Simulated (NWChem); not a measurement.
System: C₃H₃ClF₂; SMILES F[C@@H]1C[C@@]1(F)Cl

Here is an NWChem input.

```
start job
memory heap 200 mb stack 900 mb global 1100 mb
geometry units angstroms noautoz
  F      0.031610    -2.147584    -0.621727
  C      0.661326    -1.003670    -0.231409
  C      0.528670    -0.592767     1.225973
  C     -0.206160     0.148681     0.151504
  F     -1.544212    -0.031043     0.074707
  Cl     0.265740     1.803263    -0.286289
  H      1.593852    -0.830357    -0.761770
  H      1.375480    -0.128980     1.722692
  H     -0.094704    -1.235830     1.842534
end
basis spherical
  * library def2-tzvp
end
dft
  xc slater vwn_5
  iterations 150
  semidirect filesize 400000000
  mulliken
end
task dft energy
```

The geometry was optimised at B3LYP/6-31G* (spherical d).

### Question
What results follow from this input? (LDA (Slater exchange, VWN5)/def2-TZVP.) Quantities: energy (Ha); highest occupied level (eV); orbital gap (eV); dipole (D).

### Answer
```json
{
  "energy (Ha)": "-772.31",
  "highest occupied level (eV)": "-6.98",
  "orbital gap (eV)": "5.65",
  "dipole (D)": "2.22"
}
```
